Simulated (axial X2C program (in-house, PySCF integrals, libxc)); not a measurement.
**TbO⁺: the levels of the configuration f7 s1**

Computed with an axial X2C code built on PySCF integrals: two-component X2C with atomic mean-field Coulomb and Gaunt terms, basis Tb dyall-v3z, O dyall-v3z (cores contracted in-house). Orbitals come from Hartree–Fock averaged over the configuration Tb f7 s1; CI then distributes these electrons over the f, s shells of Tb.

R = 1.668 Å (near the minimum of the configuration average).

Active spinors (ω > 0):

```csv
shell,ω,ε (eV),character
f,5/2,-19.40,100% Tb f
f,3/2,-19.18,99% Tb f
f,1/2,-18.66,"93% Tb f, 4% O p"
f,7/2,-18.64,100% Tb f
f,5/2,-18.51,100% Tb f
f,3/2,-18.12,96% Tb f
f,1/2,-17.77,"90% Tb f, 5% Tb d, 4% O p"
s,1/2,-8.91,"78% Tb s, 9% Tb d, 8% Tb p"
```

Lowest levels of this model:

```tsv
Ω	energy (cm⁻¹)	g∥	configuration
0	0	0.00	100% f7 s1
1	0	3.99	100% f7 s1
2	0	7.98	100% f7 s1
3	1	11.97	100% f7 s1
4	1	15.97	100% f7 s1
3	3253	11.96	100% f7 s1
2	3260	7.97	100% f7 s1
1	3265	3.99	100% f7 s1
0	3266	0.00	100% f7 s1
```

g∥ is the magnitude of 2⟨Lz + ge Sz⟩ for the +Ω component.

This point took 5 s on 1 thread of Arm Neoverse N1 (shared host).

There is no dynamic correlation: spin–orbit spacings and, for f shells, spacings inside one term are the most reliable numbers, splittings between terms come out too wide, and energies between configurations are not reliable, so the lowest level need not be the ground state of the molecule. At most 4 roots were kept for each Ω > 0 (twice that for Ω = 0) within 2.2 eV of the lowest, so higher up levels can be missing between those listed; levels with Ω > 0 are doubly degenerate and listed once, Ω = 0 levels singly. Along the bond the averaged SCF switches between close solutions, so this one may not be the lowest.
